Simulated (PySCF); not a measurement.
Ligands exchanged one at a time, Sn F-C2H5. All species are isolated molecules in the gas phase. One relaxed conformer stands for each flexible species; it need not be the lowest. Strings in code marks are SMILES.

Calculation: PBE-D3(BJ)/def2-TZVP // PBE0-D4/def2-SVP in PySCF 2.14.0. Excitations are Tamm–Dancoff values on a coarser integration grid. The basis has no diffuse functions, so Rydberg states are missing or too high.

| species | S1 oscillator strength | S1 excitation (TDA) (eV) | HOMO–LUMO gap (eV) | T1 excitation (TDA) (eV) | HOMO (eV) |
|---|---|---|---|---|---|
| 0 of 4 F replaced by C2H5 (`[F][Sn]([F])([F])[F]`) | 0.000 | 5.44 | 5.31 | – | -10.22 |
| 1 of 4 F replaced by C2H5 (`[F][Sn]([CH2]C)([F])[F]`) | 0.225 | 6.09 | 5.17 | 4.80 | -8.13 |
| 2 of 4 F replaced by C2H5 (`C[CH2][Sn]([F])([F])[CH2]C` (C–C–Sn–F torsion 17°, F–Sn–C–C torsion 46°)) | 0.143 | 6.06 | 5.26 | 4.86 | -6.76 |
| 4 of 4 F replaced by C2H5 (`[CH2]([Sn]([CH2]C)([CH2]C)[CH2]C)C`) | 0.008 | 5.73 | 5.61 | 5.47 | -5.85 |
